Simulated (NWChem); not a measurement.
**Atomisation of H₆ClNOSi₂**

```
Si
O 1 1.6744
H 2 0.9765 1 113.22
N 1 1.7366 2 109.65 3 43.19
H 4 1.0228 1 118.97 2 -149.99
H 4 1.0237 5 111.20 1 145.00
Cl 1 2.1009 2 112.57 3 -71.43
Si 1 2.3466 2 104.92 3 172.53
H 8 1.5042 1 111.53 2 57.28
H 8 1.5059 9 108.75 1 -119.89
H 8 1.5073 9 108.89 10 -117.54
```
Charge 0, spin multiplicity 1.

All runs are NWChem calculations. The geometry was optimised at PBE/def2-SVP, with no frequency check, so it may be a saddle point. It is one conformer; others weren't searched.

Basis set: def2-SVP. The atomisation energy is electronic alone: no zero-point, thermal, spin-orbit or counterpoise terms. No value is extrapolated to the basis-set limit. Free atoms are single determinants with multiplicities N 4, Si 3, O 3, Cl 2, H 2. Correlated methods freeze the same cores in atoms and molecule, 17 orbitals in all.

```
method                        atomisation energy (kcal/mol)  relative cost
----------------------------  -----------------------------  -------------
B3LYP                                                 863.9        under 3
TPSS                                                  878.0              4
PBE                                                   879.7        under 3
PBE0                                                  864.0        under 3
MP2                                                   820.8        under 3
HF                                                    620.8              1
LC-wPBE (omega 0.3 per bohr)                          871.9             10
BLYP                                                  860.2        under 3
```

The values span 258.9 kcal/mol, from HF (lowest) to PBE (highest). Relative cost: rough, from shared machines, SCF included, HF = 1. Costs are the molecule's.

B3LYP has NWChem's definition, with VWN1-RPA local correlation. GW and range-separated runs recompute their integrals, the others keep them in memory, which bears on the times. The structure started from a generated list of species. The stability of the SCF solutions was not checked. Open-shell Hartree-Fock references start from PBE0 orbitals; any time given for them includes that run.
